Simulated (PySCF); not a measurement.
**A small calculation by hand: dipole moment from atomic charges**

Ti(F)3(OH) (F3HOTi), SMILES [F][Ti]([F])([OH])[F], multiplicity 1. Atoms are numbered in the order given.

```xyz
6

Ti     0.0000     0.0000    -0.0087
F     -1.4132     0.8159    -0.6027
F      0.0000    -1.6318    -0.6027
F      1.4132     0.8159    -0.6027
O      0.0000     0.0000     1.7227
H      0.0000     0.0000     2.6823
```
Charge 0, spin multiplicity 1.

Geometry optimised at PBE0-D3(BJ)/def2-SVP. The geometry has at least one imaginary mode, so it is a saddle point at that level. The multiplicity is an assumed one; other spin states were not compared. One conformer was computed; it need not be the lowest.

Charges (e) from PBE/def2-TZVP (PySCF):

| atom | IAO | ESP fit |
|---|---|---|
| Ti1 | 1.497 | 1.300 |
| F2 | -0.409 | -0.337 |
| F3 | -0.409 | -0.337 |
| F4 | -0.409 | -0.337 |
| O5 | -0.661 | -0.788 |
| H6 | 0.391 | 0.500 |

The dipole moment of the full density is 2.79 D.

Question: What dipole moment does each set of point charges give, and which comes closer to that of the density?

Answer: 
μ = Σ q r, and 1 e Å = 4.8032 D.
IAO: Σ q r = (0.000, 0.000, 0.637) e Å, |μ| = 3.06 D.
ESP fit: Σ q r = (0.000, 0.000, 0.582) e Å, |μ| = 2.79 D.
ESP fit comes closer in size. Point charges leave out the atoms' own dipoles (lone pairs, polarised bonds); fits to the potential absorb them, partitions of the density don't.
